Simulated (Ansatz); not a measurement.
Isolated molecules relaxed with PBE0-D4/def2-TZVP in Ansatz; ΔE leaves out vibrations. CCSD(T)/CBS is the MP2 limit (def2-TZVPP, def2-QZVPP) plus CCSD(T) − MP2 in def2-TZVPP, frozen cores. This one scheme is used for every species. Functionals use def2-TZVPP. B3LYP here is the variant with VWN-RPA as its local correlation; programs differ in this. HSE06 is defined as in plane-wave codes. Each species was taken in one conformer, which may not be the lowest.

Reaction (formal hydrolysis of a P–B bond): `NBPS` + H₂O → `OPS` + `BN`

(1) Is it downhill or uphill in electronic energy at CCSD(T)/CBS, and by how much? (Best estimate.)

(2) What do these levels give: LDA (SPW92), r2SCAN-D4, HSE06-D4, PBE-QIDH, PBE, B3LYP? (Best estimate.)

Largest T1 diagnostic among the species: 0.014.

Answers

(1) Ansatz gave: Downhill: ΔE = -0.7 kcal/mol.

(2) Computed: LDA (SPW92) -1.5, r2SCAN-D4 -2.1, HSE06-D4 -0.1, PBE-QIDH -0.6, PBE -1.8, B3LYP -4.6 kcal/mol.

Leaving LDA and LC-ωPBE aside and taking each functional with its dispersion term where it has one, the values, not all of them listed here, spread over 3.9 kcal/mol, from CAM-B3LYP-D4 to revPBE-D4. In def2-TZVPP, CCSD(T) changes the Hartree–Fock value by +4.7 kcal/mol (the triples alone add +0.5 kcal/mol) and MP2 by +4.8 kcal/mol. At CCSD(T), def2-SVP lies +2.9 kcal/mol from the extrapolated value and def2-TZVPP −0.0 kcal/mol.
